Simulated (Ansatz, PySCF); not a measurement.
Gas-phase reaction in SMILES: [H]/[C-]=[O+]/[H] (CH2O) -> [CH-]=O + H+
Each molecule is optimised on its own at B3LYP-D3(BJ)/def2-TZVP (Ansatz, an electronic-structure program). Unstable Hartree-Fock reference: [H]/[C-]=[O+]/[H] (CH2O).
Geometry of the first species:
SMILES: [H]/[C-]=[O+]/[H]
```xyz
4

C      0.0143    -0.0006    -0.7408
O      0.0072     0.0056     0.5677
H      0.8875     0.2601     0.8874
H     -1.0303    -0.3017    -0.9843
```
Charge 0, spin multiplicity 1.

Wanted: gas-phase deprotonation energy (enthalpy at 298 K, with B3LYP-D3(BJ) rigid-rotor harmonic-oscillator terms from PySCF), in kcal/mol. Correlated levels leave the core frozen unless marked. Spin-orbit coupling is left out. No relativistic terms. Anions need diffuse functions: aug- sets have them; def2-D sets add few; the other sets have none. CBS(X,Y): correlation extrapolated as X^-3; Hartree-Fock from the larger set. [CCSD(T)-MP2]/basis is that difference in the basis named.

```tsv
level	program	gas-phase deprotonation energy (kcal/mol)	minus last row
HF/STO-3G	Ansatz	465.3	122.5
BLYP-D4/def2-TZVPD	Ansatz + dftd4	336.8	-6.0
r2SCAN/def2-TZVPD	Ansatz	340.5	-2.3
PBE0/def2-SVP	Ansatz	353.5	10.7
RI-MP2/def2-TZVPPD	Ansatz	341.7	-1.1
SCS-MP2/aug-cc-pVQZ	Ansatz	342.0	-0.8
CCSD/def2-SVPD	Ansatz	347.3	4.5
CCSD/CBS(aug-cc-pVTZ,aug-cc-pVQZ)	Ansatz	345.5	2.7
RI-MP2/CBS(def2-TZVPPD,def2-QZVPPD)+[CCSD(T)-MP2]/def2-TZVPPD	Ansatz	344.5	1.7
CCSD(T)/CBS(aug-cc-pVTZ,aug-cc-pVQZ)	Ansatz	342.8	0.0
```
